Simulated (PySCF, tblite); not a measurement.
Isomers of C7H18OSi, one GFN2-xTB conformer each. Single-point energies are computed at PBE0/pcSseg-1 (PySCF, gas phase, no added dispersion term), electronic only.

```
              SMILES  GFN2-xTB relative energy (kcal/mol)
CC(C)O[SiH2]C(C)(C)C                                  0.0
  COCC[Si@H](C)C(C)C                                 52.8
```

Conformers: `[CH3:1][CH:2]([CH3:3])[O:4][SiH2:5][C:6]([CH3:7])([CH3:8])[CH3:9]` with C1–C2–O4–Si5 -177°, C2–O4–Si5–C6 174°; `[CH3:1][O:2][CH2:3][CH2:4][Si@H:5]([CH3:6])[CH:7]([CH3:8])[CH3:9]` with C1–O2–C3–C4 174°, O2–C3–C4–Si5 -43°, C3–C4–Si5–C6 -47°, C4–Si5–C7–C8 -59°.

**Question.** What does PBE0/pcSseg-1 give for the same structures?

**Answer.** 
```
              SMILES  PBE0/pcSseg-1 E (Eh)  PBE0/pcSseg-1 (kcal/mol)  GFN2-xTB (kcal/mol)  point group
CC(C)O[SiH2]C(C)(C)C            -641.73758                       0.0                  0.0           C1
  COCC[Si@H](C)C(C)C            -641.70134                      22.7                 52.8           C1
```

Both levels put the same isomer lowest. As drawn, the lower has an Si–O bond, which the higher lacks.

**Question.** Which frontier levels, dipoles and rotational constants go with these structures?

**Answer.** 
```csv
SMILES,"HOMO (eV, PBE0/pcSseg-1)",LUMO (eV),dipole (D),"A, B, C (MHz)"
CC(C)O[SiH2]C(C)(C)C,-7.67,0.92,0.96,"2521, 700.1, 646.7"
COCC[Si@H](C)C(C)C,-7.45,1.21,1.71,"2525, 669.9, 589.8"
```

**Question.** What happens when harmonic zero-point energies from GFN2-xTB frequencies are added?

**Answer.** 
| SMILES | ZPE (kcal/mol) | electronic (kcal/mol) | with ZPE (kcal/mol) |
| --- | --- | --- | --- |
| CC(C)O[SiH2]C(C)(C)C | 147.1 | 0.0 | 0.0 |
| COCC[Si@H](C)C(C)C | 147.4 | 22.7 | 23.1 |

The zero-point energies span 0.3 kcal/mol. The order is unchanged.
